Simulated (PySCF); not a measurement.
Zn(Me) (CH3Zn), SMILES [Zn+][CH3], charge +1. Atoms are numbered in the order given.

```xyz
5

Zn     0.0000     0.0000    -0.4841
C      0.0000     0.0000     1.5283
H     -0.9143     0.5279     1.7844
H      0.9143     0.5279     1.7844
H      0.0000    -1.0557     1.7844
```
Charge +1, spin multiplicity 1.

The structure is a stationary point at B3LYP-D3(BJ)/def2-TZVP. The multiplicity is an assumed one; other spin states were not compared. The isomer is the one that the SMILES or the coordinates give; other isomers of the formula were not compared.

Two levels are set side by side: PBE/pcSseg-2 (PySCF) and HF/pcSseg-2 (PySCF). GIAO shifts against TMS (¹H), TMS (¹³C) at the same level; non-relativistic, no solvent, atoms listed together averaged. Differences are taken from unrounded values.

| quantity | HF | PBE | PBE minus HF |
|---|---|---|---|
| δ(¹³C) of C2 (ppm) | 20.2 | 52.3 | 32.1 |
| δ(¹H) of H3, H4, H5 (ppm) | 2.83 | 4.05 | 1.22 |

Rough cost on one machine, each run with all the roots and properties that it gave: HF against PBE about 2 times.
